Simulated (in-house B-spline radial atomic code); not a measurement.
How numerical settings move a run on the tellurium ion Te²⁺, [Kr] 4d10 5s2 5p2. Computed with a B-spline radial code for spherical atoms: scalar-relativistic (X2C) OLYP, spin-polarised, spherical fractional occupations, Fermi nucleus of rms radius 4.7423 fm.

Command:
```bash
python run_scf.py task.json out
```
Settings of the sound reference run:
```
Z                52
electrons        50
configuration    [Kr] 4d10 5s2 5p2
hamiltonian      x2c
method           optx,lyp
spin_polarised   True
nucleus          fermi
rms_radius       4.7423
mass_number      130
atomic_mass      129.9062
speed_of_light   137.036
knot_spacing     0.22
spline_order     8
gauss_points     12
box_radius       22.22
max_iterations   70
damping          0.5
damped_steps     3
diis_vectors     10
tolerance        1e-08
start            Thomas-Fermi
```

Time taken, with all properties: 0.23 s on 1 thread of Arm Neoverse V2 (shared host).

It converges in 10 iterations to -6794.935821 hartree, with 5p up at -22.9608 eV. The other runs change the listed settings, some to values that make no sense; their results aren't properties of the atom or ion. Radii are in bohr (the nuclear one in fm), a minus after a letter asks for a j subshell, and «unchanged» means within 1e-8 hartree. The run stops when the residual is below 10 × tolerance × max(1, Z/10), or a noise floor if that is larger, and the energy moves by less than 1e-8 × √|E| hartree; so very loose and very tight tolerances often act alike.

```tsv
changed settings	outcome
gauss_points = 16	converged in 10 iterations, energy -2.59e-08 hartree from the reference
electrons = 51, configuration = [Kr] 4d10 5s2 5p2 1f1, max_iterations = 60	stopped with error: there is no 1f shell
box_radius = 88.88, max_iterations = 75, start = bare nucleus	converged in 12 iterations, energy +1.49e-07 hartree from the reference, 5p up level -1.4e-06 eV
spline_order = 7, max_iterations = 60, damping = 0.8, damped_steps = 30, tolerance = 1e-06	converged in 32 iterations, energy -5.36e-06 hartree from the reference, 5p up level +6.8e-05 eV
electrons = 58, configuration = [Kr] 4d10 5s2 5p2 7s2 7p6, max_iterations = 50	converged in 16 iterations to -6794.1774 hartree, a different physical problem (warning: 5p up has a positive eigenvalue: unbound, held by the box)
damped_steps = 30	converged in 22 iterations, energy unchanged
knot_spacing = 0.75, gauss_points = 16, max_iterations = 100, tolerance = 1e-13, start = bare nucleus	converged in 12 iterations, energy +9.31e+00 hartree from the reference, 5p up level -1.0e-02 eV (the program warns: 3s up reaches the box edge; 3s down reaches the box edge)
gauss_points = 5	converged in 10 iterations, energy -2.23e-07 hartree from the reference
gauss_points = 6	converged in 10 iterations, energy -3.59e-08 hartree from the reference
start = bare nucleus	converged in 12 iterations, energy unchanged
damped_steps = 0	converged in 9 iterations, energy unchanged, 5p up level -3.0e-06 eV
hamiltonian = dirac, method = hf	stopped with error: spin polarisation is not served with the Dirac Hamiltonian
```

Question: What happens with gauss_points = 4?

Answer: Converged in 10 iterations, energy +4.91e-06 hartree from the reference, 5p up level +1.9e-06 eV.

Question: What happens with max_iterations = 3, start = bare nucleus?

Answer: Not converged after 3 iterations, last residual 8.1e-01, last energy +1.22e+01 hartree from the reference.

Question: What happens with box_radius = 1.33, max_iterations = 50, damped_steps = 1, tolerance = 0.001?

Answer: Converged in 6 iterations, energy +7.14e+01 hartree from the reference, 5p up level +3.9e+02 eV (the program warns: 5p up has a positive eigenvalue: unbound, held by the box; 4p down has a positive eigenvalue: unbound, held by the box).

Question: What happens with damped_steps = 8?

Answer: Converged in 13 iterations, energy unchanged, 5p up level -1.9e-06 eV.
